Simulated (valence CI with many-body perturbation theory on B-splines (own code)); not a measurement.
Results of a calculation; reference values are marked as such.
# Basis-set convergence for Zn8+

Method: valence CI with perturbative core correlation (CI+MBPT): four valence electrons over a frozen Dirac-Fock core [Ar], radial functions for each j: 7 s, 7 p, 8 d, 6 f, 4 g, 1 h, with the one-electron correlation potential Σ1, the two-electron term Σ2, the three-electron term Σ3, Breit, model QED; selected CI, second order for the rest, scaled by the run's own slope (own B-spline code, finite nucleus).

No measured spectrum was set against this ion. As an estimate, terms of the open shell hold to 2 to 4 % of their energy, and close levels can change places; different configurations can be misplaced against each other by 1,000 to 8,000 cm⁻¹. Only levels of the ground parity were solved; by the run's estimate the other parity begins above the list, which can be wrong where configurations are misplaced.

The reference run has the lowest level 3d4 5D_0 and an ionisation energy of 203.338 eV. Its largest variational space holds 16511 state functions.

Letters in brackets count levels of one name in rising energy.

Changed runs:
A. basis 6 s, 6 p, 5 d, 5 f, 1 g
B. basis 5 s, 5 p, 4 d, 4 f

Excitation energies of the reference run in cm⁻¹, and shifts in cm⁻¹:

| Level | Reference | A | B |
| --- | --- | --- | --- |
| 3d4 5D_1 | 503 | -3.5 | -5.5 |
| 3d4 5D_2 | 1412 | -10 | -13 |
| 3d4 5D_3 | 2613 | -8.2 | -12 |
| 3d4 5D_4 | 4031 | -10 | -11 |
| 3d4 3P_0 [a] | 35726 | +458 | +999 |
| 3d4 3H_4 | 36758 | +251 | +887 |
| 3d4 3H_5 | 37892 | +233 | +871 |
| 3d4 3P_1 [a] | 38744 | +445 | +998 |
| 3d4 3H_6 | 38887 | +238 | +872 |
| 3d4 3F_3 [a] | 41161 | +359 | +965 |
| 3d4 3F_2 [a] | 41294 | +367 | +961 |
| 3d4 3F_4 [a] | 41673 | +352 | +960 |
| Ionisation energy (eV) | 203.338 | -0.094 | -0.130 |
